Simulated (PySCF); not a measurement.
**PI3, singlet: data card**

These are results of B3LYP in PySCF with P def2-TZVP, I def2-TZVP with ECP28; scalar-relativistic core potentials, no spin–orbit coupling; density-fitted integrals, not measurements.

The structure is a minimum.

```json
{"Point group": "C3v", "Bond lengths": "P–I 2.485 Å (×3)", "Bond angles": "I–P–I 103.2° (×3)", "Entropy at 298.15 K and 1 bar": "376.8 J/(mol K)", "Rotational constants": "0.01695, 0.01695, 0.008755 cm⁻¹", "Atomisation energy without zero-point energy": "633 kJ/mol", "Principal quadrupole moments (Buckingham, traceless) about the centre of mass": "-1.58, 0.79, 0.79 D Å", "Zero-point energy": "7.2 kJ/mol", "Dipole moment": "0.10 D", "Lowest empty level": "-3.23 eV", "Enthalpy at 298.15 K above 0 K": "19.11 kJ/mol", "Rotational symmetry number": "3", "Principal polarisabilities": "84.8, 150.6, 150.6 bohr³", "Heat capacity Cp at 298.15 K": "78.5 J/(mol K)", "Highest occupied level": "-7.14 eV"}
```

Harmonic modes (masses in u: P 30.974, I 126.904):
```tsv
symmetry	ω (cm⁻¹)	IR (km/mol, summed over degenerate members)	μ (u)
e	74	0.2	113.72
a1	107	0.0	96.59
a1	304	2.2	35.75
e	320	151	34.71
```

In C3v the vibrations span 2e + 2a1.

Charges (e):
```csv
atom,Mulliken,Löwdin,polar tensor,Mayer order to P1
P1,0.11,-0.10,1.03,–
"I2,3,4",-0.04,0.03,-0.34,1.13
```

Mulliken populations on P1: s 5.85, p 8.73, d 0.28, f 0.02.

Outer orbital energies (eV). occupied: -10.55, -9.56, -8.19, -8.19, -7.56, -7.56, -7.35, -7.14; empty: -3.23, -2.36, -2.36, 2.87.

Counting electrons, phosphorus keeps 2 of its valence electrons outside its bonds, so the VSEPR class is AX3E1 and the expected shape is trigonal pyramidal (C3v), as computed.

The final relaxation and frequency run took 74 s on 4 threads of a shared Arm Neoverse V2 host, with 187 basis functions and 8 gradients; the process peaked at 1.9 GiB.
